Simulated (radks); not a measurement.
Valence configurations of Xe III (all share [Kr]). Method: scalar-relativistic Kohn-Sham, BLYP, spin-unpolarised, spherical densities, point nucleus; computed with a radial shooting solver on a logarithmic mesh with Libxc functionals. Energies are relative to 4d10 5s2 5p4; eigenvalues in eV.

valence           E (eV)    e(4d)    e(5p)    e(5s)
4d10 5s2 5p4       0.000  -80.397  -26.460  -39.157
4d10 5s1.5 5p4.5   6.367  -81.049  -26.759  -39.531
4d10 5s1 5p5      12.771  -81.693  -27.054  -39.898
4d10 5p6          25.687  -82.958  -27.629        -
4d9 5s2 5p5       56.699  -87.673  -28.163  -41.553
4d8 5s2 5p6       118.98  -94.927  -29.821  -43.875

NIST lists [Kr] 4d10 5s2 5p4 as the ground configuration; this level of theory agrees among the configurations tried. The energies are those of spherical spin-averaged densities, not of single terms.
